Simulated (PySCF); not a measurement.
Structure with atom numbers: `[CH3:1][NH:2][BH:3][PH2:4]` (H(Xn): hydrogen on atom n).

Geometry: PBE0-D3(BJ)/def2-SVP; GIAO shifts from PySCF 2.14.0 with density-fitted response routines, gas phase, non-relativistic, averaged over equivalent atoms.

At PBE0/pcSseg-2 (249 basis functions, 20 s wall time on 1 thread of an Arm Neoverse V2, shared host):
```json
{"atoms": "C1", "δ (ppm)": "40.2"}
{"atoms": "N2", "δ (ppm)": "131.5"}
{"atoms": "B3", "δ (ppm)": "47.4"}
{"atoms": "P4", "δ (ppm)": "-238.6"}
{"atoms": "H(B3)", "δ (ppm)": "5.68"}
{"atoms": "H(N2)", "δ (ppm)": "4.30"}
{"atoms": "H(C1)", "δ (ppm)": "2.99"}
{"atoms": "H(P4)", "δ (ppm)": "2.08"}
```

References, each an isolated molecule treated in the same way: TMS for $^{13}$C (σref 184.13), $^{1}$H (σref 31.25); $^{15}$N (σref 261.69) vs NH3; $^{11}$B (σref 99.07) against BF3·OEt2; H3PO4 for $^{31}$P (σref 296.57).

Q: Predict the values at HF/pcSseg-2 on the same geometry.

A: 
| atoms | δ at HF/pcSseg-2 | change |
| --- | --- | --- |
| C1 | 36.4 | -3.8 |
| N2 | 105.1 | -26.4 |
| B3 | 50.2 | +2.8 |
| P4 | -209.1 | +29.5 |
| H(B3) | 5.36 | -0.32 |
| H(N2) | 3.67 | -0.63 |
| H(C1) | 2.86 | -0.13 |
| H(P4) | 1.96 | -0.12 |

Chemical shifts δ = σref − σ; TMS for $^{13}$C (σref 191.47), $^{1}$H (σref 31.68); NH3 for $^{15}$N (σref 260.75); BF3·OEt2 for $^{11}$B (σref 114.51); H3PO4 for $^{31}$P (σref 343.96), all at this level.

The largest change is at P4 (phosphorus bonded to B, 2 H). Cost: 249 basis functions, 11 s wall time on 1 thread of an Arm Neoverse V2, shared host.

Experimental scales use liquid or dissolved standards, which lie at an offset from isolated NH3 (liquid NH3: subtract about 20 ppm) and H3PO4.
